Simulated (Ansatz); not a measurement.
`COc1ccc(-c2ccc(-c3ccc(-c4ccc(-c5ccc(-c6ccc(C(F)=C(F)F)cc6)cc5)cc4)cc3)cc2)cc1` was relaxed with PBE-D4 (def2-SVP) in Ansatz in these states: charge +1 doublet, charge -1 doublet, neutral singlet. The geometries follow in no particular order.

Single mean-field runs in def2-SVP are fitted with def2-universal-jkfit.

A:

```xyz
70

C    -5.759    8.505   10.249
O    -4.962    8.925    9.166
C    -4.496    7.966    8.304
C    -3.708    8.425    7.227
C    -3.189    7.525    6.297
C    -3.429    6.126    6.389
C    -2.882    5.180    5.402
C    -2.617    3.824    5.729
C    -2.105    2.927    4.793
C    -1.821    3.315    3.453
C    -1.288    2.371    2.466
C    -1.416    0.962    2.621
C    -0.913    0.066    1.682
C    -0.238    0.502    0.506
C     0.290   -0.440   -0.484
C     0.569   -1.799   -0.163
C     1.074   -2.691   -1.104
C     1.342   -2.306   -2.448
C     1.875   -3.244   -3.438
C     2.506   -2.803   -4.637
C     3.014   -3.694   -5.577
C     2.940   -5.105   -5.401
C     3.481   -6.041   -6.387
C     3.813   -7.386   -6.054
C     4.332   -8.275   -6.990
C     4.553   -7.884   -8.340
C     5.096   -8.852   -9.275
F     5.316  -10.104   -8.783
C     5.435   -8.705  -10.587
F     5.319   -7.570  -11.280
F     5.925   -9.690  -11.339
C     4.219   -6.544   -8.689
C     3.706   -5.663   -7.743
C     2.311   -5.546   -4.202
C     1.799   -4.656   -3.264
C     1.058   -0.947   -2.769
C     0.556   -0.054   -1.828
C    -0.110    1.911    0.352
C    -0.613    2.807    1.292
C    -2.088    4.675    3.130
C    -2.596    5.572    4.067
C    -4.222    5.693    7.479
C    -4.749    6.585    8.425
H    -5.215    7.808   10.929
H    -6.695    8.001    9.913
H    -6.030    9.416   10.818
H    -3.505    9.504    7.152
H    -2.552    7.907    5.486
H    -2.777    3.479    6.762
H    -1.874    1.901    5.115
H    -1.968    0.564    3.486
H    -1.084   -1.010    1.834
H     0.427   -2.146    0.871
H     1.315   -3.715   -0.781
H     2.638   -1.725   -4.808
H     3.529   -3.289   -6.461
H     3.690   -7.729   -5.016
H     4.591   -9.299   -6.685
H     4.353   -6.198   -9.723
H     3.435   -4.648   -8.068
H     2.182   -6.626   -4.029
H     1.282   -5.060   -2.381
H     1.198   -0.598   -3.803
H     0.316    0.971   -2.149
H     0.444    2.308   -0.512
H    -0.441    3.883    1.138
H    -1.932    5.022    2.098
H    -2.824    6.601    3.748
H    -4.464    4.624    7.576
H    -5.368    6.192    9.243
```

B:

Cartesian coordinates in Å:
```
C 5.467 8.019 10.728
O 4.135 7.557 10.606
C 3.805 6.821 9.510
C 2.465 6.378 9.439
C 2.032 5.615 8.356
C 2.908 5.263 7.299
C 2.444 4.448 6.153
C 2.964 4.641 4.852
C 2.529 3.867 3.773
C 1.550 2.860 3.936
C 1.090 2.037 2.792
C 1.952 1.728 1.714
C 1.519 0.951 0.636
C 0.202 0.438 0.581
C -0.257 -0.388 -0.559
C 0.231 -0.171 -1.869
C -0.205 -0.950 -2.944
C -1.150 -1.987 -2.767
C -1.614 -2.811 -3.907
C -2.924 -3.344 -3.943
C -3.364 -4.119 -5.019
C -2.518 -4.401 -6.117
C -2.986 -5.219 -7.259
C -2.511 -4.993 -8.571
C -2.956 -5.759 -9.650
C -3.904 -6.795 -9.465
C -4.332 -7.558 -10.636
F -3.697 -7.269 -11.797
C -5.297 -8.508 -10.728
F -6.042 -8.923 -9.712
F -5.602 -9.131 -11.853
C -4.381 -7.032 -8.152
C -3.929 -6.259 -7.081
C -1.208 -3.869 -6.081
C -0.768 -3.094 -5.004
C -1.635 -2.206 -1.456
C -1.200 -1.426 -0.381
C -0.659 0.746 1.659
C -0.227 1.526 2.735
C 1.028 2.669 5.236
C 1.463 3.442 6.316
C 4.241 5.717 7.386
C 4.695 6.484 8.470
H 5.752 8.696 9.891
H 6.197 7.180 10.771
H 5.516 8.585 11.677
H 1.780 6.660 10.252
H 0.977 5.303 8.311
H 3.699 5.442 4.678
H 2.930 4.075 2.769
H 2.996 2.074 1.740
H 2.230 0.702 -0.166
H 0.937 0.652 -2.053
H 0.167 -0.724 -3.955
H -3.625 -3.113 -3.127
H -4.402 -4.483 -5.029
H -1.797 -4.177 -8.756
H -2.578 -5.554 -10.661
H -5.103 -7.838 -7.962
H -4.297 -6.489 -6.070
H -0.507 -4.098 -6.898
H 0.271 -2.730 -4.995
H -2.341 -3.030 -1.271
H -1.572 -1.651 0.630
H -1.703 0.398 1.634
H -0.940 1.778 3.535
H 0.293 1.869 5.413
H 1.062 3.237 7.320
H 4.958 5.441 6.598
H 5.746 6.802 8.498
```

C:

```xyz
70

C    13.165   -5.503   -2.328
O    12.569   -4.355   -2.928
C    11.316   -4.006   -2.593
C    10.802   -2.848   -3.234
C     9.521   -2.401   -2.947
C     8.682   -3.087   -2.023
C     7.328   -2.610   -1.720
C     6.322   -3.487   -1.230
C     5.040   -3.032   -0.940
C     4.677   -1.669   -1.120
C     3.325   -1.187   -0.810
C     2.472   -1.891    0.082
C     1.192   -1.433    0.377
C     0.682   -0.239   -0.198
C    -0.669    0.247    0.116
C    -1.693   -0.637    0.546
C    -2.973   -0.176    0.840
C    -3.309    1.199    0.726
C    -4.662    1.686    1.035
C    -5.159    2.893    0.477
C    -6.440    3.354    0.767
C    -7.305    2.636    1.634
C    -8.660    3.121    1.938
C    -9.693    2.231    2.332
C   -10.977    2.687    2.610
C   -11.295    4.068    2.519
C   -12.656    4.475    2.825
F   -13.504    3.502    3.210
C   -13.207    5.726    2.769
F   -12.550    6.811    2.411
F   -14.459    5.967    3.070
C   -10.266    4.970    2.134
C    -8.988    4.500    1.848
C    -6.808    1.429    2.194
C    -5.527    0.969    1.903
C    -2.284    2.083    0.299
C    -1.005    1.622    0.002
C     1.534    0.466   -1.089
C     2.812    0.006   -1.387
C     5.683   -0.793   -1.612
C     6.964   -1.248   -1.903
C     9.213   -4.248   -1.400
C    10.503   -4.704   -1.666
H    12.594   -6.425   -2.566
H    13.240   -5.388   -1.225
H    14.179   -5.579   -2.757
H    11.444   -2.330   -3.961
H     9.139   -1.517   -3.478
H     6.543   -4.557   -1.114
H     4.286   -3.757   -0.602
H     2.838   -2.797    0.586
H     0.584   -1.990    1.104
H    -1.490   -1.716    0.609
H    -3.745   -0.904    1.127
H    -4.541    3.460   -0.234
H    -6.797    4.271    0.278
H    -9.493    1.152    2.385
H   -11.762    1.974    2.897
H   -10.464    6.046    2.066
H    -8.210    5.228    1.580
H    -7.428    0.863    2.903
H    -5.171    0.052    2.392
H    -2.485    3.162    0.238
H    -0.232    2.350   -0.285
H     1.166    1.372   -1.590
H     3.418    0.563   -2.115
H     5.463    0.277   -1.729
H     7.719   -0.524   -2.241
H     8.610   -4.789   -0.657
H    10.879   -5.595   -1.146
```

Q: Judge from the bond lengths which geometry belongs to which state (an estimate).

A: A is the charge -1 doublet (O2–C3 1.371 Å, C29–F31 1.333 Å, C29–F30 1.335 Å); B is the neutral singlet (O2–C3 1.361 Å, C29–F31 1.321 Å, C29–F30 1.326 Å); C is the charge +1 doublet (O2–C3 1.343 Å, C29–F31 1.310 Å, C29–F30 1.318 Å).
